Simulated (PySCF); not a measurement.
A calculated (r2SCAN, PySCF 2.14, x2c-TZVPPall with one added diffuse shell each of s, p, d, f type, the spin-free X2C one-electron Hamiltonian (Gaussian nucleus)) atom or ion has these occupied shells.

| shell | electrons | orbital energy (eV) | rms radius, mean of both spins (bohr) |
| --- | --- | --- | --- |
| 1s α | 1 | -25366.2 | 0.0357 |
| 1s β | 1 | -25366.2 | 0.0357 |
| 2s α | 1 | -3775.5 | 0.146 |
| 2s β | 1 | -3774.9 | 0.146 |
| 2p α | 3 | -3388.5 | 0.130 |
| 2p β | 3 | -3388.1 | 0.130 |
| 3s α | 1 | -722.39 | 0.393 |
| 3s β | 1 | -722.23 | 0.393 |
| 3p α | 3 | -594.15 | 0.395 |
| 3p β | 3 | -593.92 | 0.395 |
| 3d α | 5 | -391.60 | 0.377 |
| 3d β | 5 | -391.14 | 0.377 |
| 4s α | 1 | -127.68 | 0.967 |
| 4s β | 1 | -125.03 | 0.967 |
| 4p α | 3 | -90.090 | 1.06 |
| 4p β | 3 | -87.428 | 1.06 |
| 4d α | 5 | -35.553 | 1.37 |
| 4d β | 3 | -33.952 | 1.37 |
| 5p α | 1 | -17.128 | 3.10 |

**Question.** Name the element and its charge.

**Answer.** Ag²⁺ (silver, charge +2), in [Kr] 4d8 5p1, one real determinant (an excited configuration).
